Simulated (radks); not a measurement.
These are the eigenvalues of the occupied orbitals of an atom or ion with whole-number occupations (hartree). Method: scalar-relativistic Kohn-Sham, PBE, spin-unpolarised, spherical densities, finite nucleus; Fermi nuclear charge, rms radius of each element as measured or else 0.836 A^(1/3) + 0.57 fm; computed with a radial shooting solver on a logarithmic mesh with Libxc functionals.

orbital  eigenvalue
1s        -431.4761
2s        -55.42545
2p        -48.69819
3s         -7.77839
3p         -5.69730
3d         -2.27620
4s         -1.22917
4p         -0.83307

Which element is it, and in what charge state? The configuration may be excited.

Answer. Z = 33, arsenic, charge +2: As2+ in [Ar] 3d10 4s2 4p1. The list shows which subshells hold electrons but not how many an open one holds; the 1s level, -431.48 hartree, gives Z - s = 29.4 by -(Z - s)^2/2, which with screening and relativity narrows Z to a few neighbours, and the depths of the outer levels then fix element, charge and occupations together.
